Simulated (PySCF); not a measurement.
Question: Write Cartesian coordinates for `C(C#C[SiH2]Br)Cl` as optimised with PBE0-D3(BJ)/def2-SVP.

Answer: 
```
atom  x, y, z in Å
Cl1    2.9417   -0.6367    1.5310
C2     2.2346   -0.1120   -0.0293
C3     0.7891   -0.0480    0.0150
C4    -0.4275    0.0115    0.0347
Si5   -2.2478    0.1000    0.0509
Br6   -2.9497    0.7924   -1.9441
H7     2.6585    0.8743   -0.2681
H8     2.5667   -0.8261   -0.7969
H9    -2.8266   -1.2453    0.3050
H10   -2.7064    1.0780    1.0720
```

Orientation and origin are arbitrary. Atoms count from 1 in this order. Si5 (SiH2 silicon) is tetrahedral (angles from 108.2° to 111.0°). The 2 C–C bonds span 1.218 Å (C3≡C4, drawn triple) to 1.448 Å (C2–C3, drawn single), a spread of 0.230 Å. The 6 heavy atoms lie in one plane (0.006 Å rms).

Bonds between heavy atoms (Å): Cl1–C2 1.792, C2–C3 1.448, C3≡C4 1.218, C4–Si5 1.823, Si5–Br6 2.225.

Method: PBE0-D3(BJ)/def2-SVP geometry optimisation, gas phase in PySCF 2.14.0.

Point group: Cs (tolerance 0.08 Å). Stationary, but not proved a minimum.
